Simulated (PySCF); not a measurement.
Si(H)(Me)(OMe)(NH2) (C2H9NOSi), SMILES CO[SiH](C)N.

The structure is a stationary point at B3LYP-D3(BJ)/def2-SVP. One conformer was computed; it need not be the lowest.

Method: TDA-PBE/def2-SVPD run with PySCF.

Vertical excitations. Gas-phase values at a fixed geometry.

```tsv
state	energy (eV)	λ (nm)	f	main pairs
S1	5.92	210	0.050	HOMO→LUMO 98 %
S2	6.27	198	0.003	HOMO−1→LUMO 99 %
S3	6.43	193	0.001	HOMO→LUMO+1 98 %
S4	6.72	184	0.008	HOMO→LUMO+2 95 %
S5	6.86	181	0.014	HOMO−1→LUMO+1 98 %
S6	6.94	179	0.005	HOMO−2→LUMO 98 %
S7	7.08	175	0.008	HOMO→LUMO+3 45 %, HOMO−1→LUMO+2 35 %, HOMO→LUMO+4 18 %
S8	7.13	174	0.027	HOMO−1→LUMO+2 58 %, HOMO→LUMO+4 28 %, HOMO→LUMO+3 12 %
S9	7.30	170	0.045	HOMO→LUMO+4 52 %, HOMO→LUMO+3 34 %
S10	7.53	165	0.007	HOMO−1→LUMO+3 83 %, HOMO−1→LUMO+4 14 %
T1	5.64	220	0	HOMO→LUMO 99 %
T2	6.15	202	0	HOMO−1→LUMO 99 %
T3	6.34	195	0	HOMO→LUMO+1 98 %
T4	6.52	190	0	HOMO→LUMO+2 96 %
```
Triplets are in the Tamm–Dancoff approximation.
